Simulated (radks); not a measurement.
The numbers below are computed, except where a source is named.
Numerical settings for the palladium ion Pd3+, [Kr] 4d7. Level of theory: scalar-relativistic Kohn-Sham, LDA (Slater exchange, Perdew-Wang correlation), spin-unpolarised, spherical densities, point nucleus (a radial shooting solver on a logarithmic mesh with Libxc functionals). The defaults (mesh step 0.008 in ln r, mesh end at 40 bohr or more with all orbitals vanishing there, Anderson mixing 0.5 over 9 steps, residual threshold near 1e-9 with the energy settled to 1e-9 hartree or 1e-11 of itself, here a cap of 72 iterations) give E = -5038.7417 hartree and 4d at -41.865 eV in 14 iterations. Times are rough (one thread of a shared host). Changes against that run (0 stands for a change within the tolerance of the run):

setting                     iterations  converged  E (mhartree)  e(4d) (meV)  CPU (s)
mesh step in ln r 0.12               2         no      diverged            -     0.01
mesh step in ln r 0.08               2         no      diverged            -     0.02
mesh step in ln r 0.012             14        yes             0            0     0.05
mesh end (bohr) 12                  14        yes             0            0     0.07
mesh end (bohr) 8                   14        yes             0     +0.00917     0.08
residual threshold 0.001             9        yes     -0.000386        -1.53     0.06
residual threshold 1e-16            72         no             0            0     0.18
mixing 0.2                          17        yes             0            0     0.09
linear mixing, mixing 0.2           72         no             0            0     0.32
linear mixing, mixing 0.05          72         no        +0.253         -371     0.39
mixing history 2                    20        yes             0            0      0.1
iteration cap 3                      3         no           +33         -956     0.03

No run marked as converged misses the energy by more than 1 mhartree. A mesh that ends early acts as a hard wall.
